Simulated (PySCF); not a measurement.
## Vibration and rotation of SeI

UHF-CCSD(T) constants of SeI, ²Π (doublet), unpaired electrons π ↑ (Se cc-pVDZ-PP with ECP10, I cc-pVDZ-PP with ECP28; scalar-relativistic core potentials (PySCF 2.14); masses 79.9165 and 126.9045 u):

* ωe: 251.4 cm⁻¹
* ωexe: 0.615 cm⁻¹
* Be: 0.054403 cm⁻¹
* αe: 0.000180 cm⁻¹
* De to Se + I: 1.62 eV

Q: What force constant and bond length do these constants imply?

A: Reduced mass μred = 49.036 u; k = 5.8918×10⁻⁷·μred·ωe² (u, cm⁻¹, mdyn/Å) = 1.83 mdyn/Å; Re = √(16.8576/(μred·Be)) (u, cm⁻¹, Å) = 2.514 Å.

Q: Estimate the centrifugal constant D from the Kratzer relation and find the Dunham coefficient a1.

A: D = 4Be³/ωe² = 1.02e-08 cm⁻¹; a1 = −1 − αeωe/(6Be²) = -3.55.

Correlated steps freeze 8 core orbitals. Correlated levels converge slowly with the basis: in double zeta they bind strong bonds too weakly, by up to about 1 eV, and carry superposition errors of some tenths. Spin–orbit coupling is left out, which matters for elements this heavy, above all for dissociation energies. The state was picked by a PBE0 search and need not be the measured ground state.
